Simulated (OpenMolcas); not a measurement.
Cl³⁺: CASPT2 settings compared

- Program: OpenMolcas
- Basis: ANO-RCC-VTZP [5s4p2d1f]
- Scalar Hamiltonian: DKH4, point nucleus
- Active space: 4 electrons in 8 orbitals (3s 3p 4s 4p)
- State averaging: 2S+1 = 3 even, 3 roots; 2S+1 = 1 even, 6 roots; 2S+1 = 5 odd, 1 root; 2S+1 = 3 odd, 8 roots; 2S+1 = 1 odd, 5 roots (0 in the spin-orbit step)
- Spin-orbit coupling: state interaction with AMFI integrals over the reference wave functions, term energies averaged over their components

Methods on the same reference wave functions:
A. CASSCF
B. SS-CASPT2, IPEA 0.3 Eh, imaginary shift 0.4 Eh (closed shells correlated: 2s 2p)
C. XMS-CASPT2, IPEA 0.5 Eh, imaginary shift 0.1 Eh (closed shells correlated: 2s 2p)
D. XMS-CASPT2, IPEA 0.3 Eh, sigma1 regulariser 0.25 Eh (closed shells correlated: none)

Energies in cm⁻¹ above 3s² 3p² ³P₀, the measured ground level; measured values from Moore, Atomic Energy Levels, vol. I, NSRDS-NBS 35 (1971 reprint of NBS Circular 467, 1949).

```tsv
Level	A	B	C	D	Measured
3s² 3p² ³P₀	0.0	0.0	0.0	0.0	0.0
3s² 3p² ³P₁	449	446	445	445	491
3s² 3p² ³P₂	1237	1230	1229	1229	1341
3s² 3p² ¹D₂	16597	14030	13880	14040	13766
3s² 3p² ¹S₀	30013	31850	32370	32500	32550
3s 3p³ ⁵S°₂	59779	68420	68870	68590	
3s 3p³ ³D°₁	113244	103640	101660	100940	
3s 3p³ ³D°₂	113261	103660	101680	100960	
3s 3p³ ³D°₃	113342	103730	101750	101030	
3s 3p³ ³P°₀	128519	123560	122950	122550	
3s 3p³ ³P°₁	128562	123600	122990	122590	
3s 3p³ ³P°₂	128636	123670	123060	122660
```

Deviations, from unrounded energies. A percentage is the sum of absolute deviations over the sum of measured energies, with the sign that they share, or ± where signs differ.

```json
{"Against measurement": "mean absolute deviation (cm-1)", "Levels": "4", "A": "1400", "B": "280", "C": "110", "D": "120"}
{"Against measurement": "fine structure of the ground term (%)", "Levels": "2", "A": "-8.0", "B": "-8.5", "C": "-8.6", "D": "-8.6"}
{"Against measurement": "other terms of the ground configuration (%)", "Levels": "2", "A": "±11.6", "B": "±2.1", "C": "±0.6", "D": "±0.7"}
```

C, D lie about equally close to measurement and A furthest from it. The largest miss of C in the table is 3s² 3p² ¹S₀, by -180 cm-1. The ranking rests on the paired levels alone, and a cruder setting can come out closer through cancelling errors.

Among B to D the level of the table that moves most is 3s 3p³ ³D°₃, by 2700 cm-1 (lowest in D, highest in B). Moves below CASPT2's spread within the term are not significant.

The mean deviations of B to D differ by less than CASPT2's widest spread within a term (750 cm-1), so their order carries little weight.

From A to B the spin-free energies of the other terms of 3s² 3p² shown, above ³P, scale by factors of 0.84 to 1.06.

The lowest spin-free term lies below A's lowest term by 0.083 hartree in B, 0.084 hartree in C, 0.067 hartree in D.

CASPT2 breaks the degeneracy within a term, and the mean is taken; among the terms shown or strongly mixed into the levels shown the widest spread is 750 cm-1 (3s 3p³ ³D°, D). Over all roots computed the reference weight is 0.94 to 0.99 in B, 0.88 to 0.99 in C, 0.89 to 0.99 in D; the roots of lowest weight are the least certain, and an intruder state may touch them. Active for correlation alone: 4p 4s; no level in the range computed is led by a configuration that fills them, so any true level of that kind is missing. Terms of s pⁿ other than that of highest spin mix with s² pⁿ⁻² d, which this space lacks; all of them can be thousands of cm-1 off, and some have no real level of that name. Measured partners are found by configuration, term and J. A level has none where our copy of the source lacks it or the pairing is in doubt (some pairs that miss far off the trend of their configuration count as doubtful), and it then counts in no deviation. Only configurations of the active space appear.

° marks odd parity.
